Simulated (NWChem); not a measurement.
# ZrO2; SMILES [Zr](=[O])=[O]

```xyz
3

Zr     0.0000     0.0000     0.2837
O      1.4255     0.0000    -0.7509
O     -1.4255     0.0000    -0.7509
```
Atoms are numbered in this order, from 1.

Level: PBE0/def2-SVP with def2 effective core potentials on Zr (NWChem), optimised geometry, unscaled harmonic frequencies. def2 effective core potentials on Zr; no spin-orbit coupling.

```
frequency (cm⁻¹)  IR intensity (km/mol)
----------------  ---------------------
305                                11.8
903                               328.0
967                                54.4
```

```
Property                                                                            Value
-----------------------------------------------------------------------  ----------------
zero-point energy                                                            3.1 kcal/mol
thermal correction to the enthalpy at 298.15 K (with zero-point energy)      5.8 kcal/mol
heat capacity Cv                                                          8.5 cal/(mol K)
entropy at 298.15 K and 1 atm (symmetry number 2)                        64.0 cal/(mol K)
```

Rigid rotor and harmonic oscillator.
